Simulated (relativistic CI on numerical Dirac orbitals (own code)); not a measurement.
**Crystal-field levels of Mo3+, 4d3**

Calculated by Dirac-Coulomb-Breit CI, separate exchange-only KLI orbitals for each configuration, QED by a radiative potential, valence Slater integrals scaled by 0.9, one configuration in a parametric crystal field (own radial code). With so little scaling, terms lie 10 to 35 % too far apart, which can change the order of excited levels.

Field parameters in Wybourne normalisation: Oh B⁴₀ = 21Dq, B⁴₄ = √(5/14) B⁴₀. The field is a parameter set, without covalency.

S is read from ⟨S²⟩ = S(S + 1).

Site symmetry Oh; labels are those of the double group. Computed levels in cm⁻¹ above the lowest, in rising order:

| Δ (size of 10Dq) | Lowest | No. 2 | No. 3 | No. 4 | No. 5 | No. 6 | No. 7 | No. 8 |
| --- | --- | --- | --- | --- | --- | --- | --- | --- |
| 6000 | Γ8 | 5828 Γ7 | 5920 Γ8 | 6153 Γ8 | 6330 Γ6 | 9765 Γ7 | 9959 Γ8 | 10549 Γ8 |
| 10750 | Γ8 | 10519 Γ7 | 10553 Γ8 | 10794 Γ8 | 10975 Γ6 | 13992 Γ8 | 14380 Γ8 | 14813 Γ6 |
| 15550 | Γ8 | 13686 Γ8 | 14514 Γ8 | 14691 Γ6 | 15289 Γ7 | 15505 Γ8 | 16066 Γ6 | 16154 Γ8 |
| 20350 | Γ8 | 14117 Γ8 | 14737 Γ8 | 14984 Γ6 | 20046 Γ7 | 20160 Γ8 | 20650 Γ8 | 20654 Γ6 |
| 25100 | Γ8 | 14286 Γ8 | 14847 Γ8 | 15068 Γ6 | 22334 Γ8 | 22642 Γ7 | 24876 Γ7 | 25103 Γ8 |
| 29900 | Γ8 | 14403 Γ8 | 14922 Γ8 | 15120 Γ6 | 22829 Γ8 | 23095 Γ7 | 29642 Γ7 | 29844 Γ8 |
| 34700 | Γ8 | 14494 Γ8 | 14977 Γ8 | 15157 Γ6 | 23185 Γ8 | 23422 Γ7 | 34431 Γ7 | 34625 Γ8 |
| 39500 | Γ8 | 14568 Γ8 | 15019 Γ8 | 15185 Γ6 | 23463 Γ8 | 23675 Γ7 | 39225 Γ7 | 39415 Γ8 |
| 44250 | Γ8 | 14629 Γ8 | 15053 Γ8 | 15207 Γ6 | 23685 Γ8 | 23876 Γ7 | 43971 Γ7 | 44158 Γ8 |

Ground-state S against |10Dq| in cm⁻¹: 6000: 1.50, 10750: 1.50, 15550: 1.50, 20350: 1.50, 25100: 1.50, 29900: 1.50, 34700: 1.50, 39500: 1.50, 44250: 1.50.

No abrupt spin change occurs in this range.
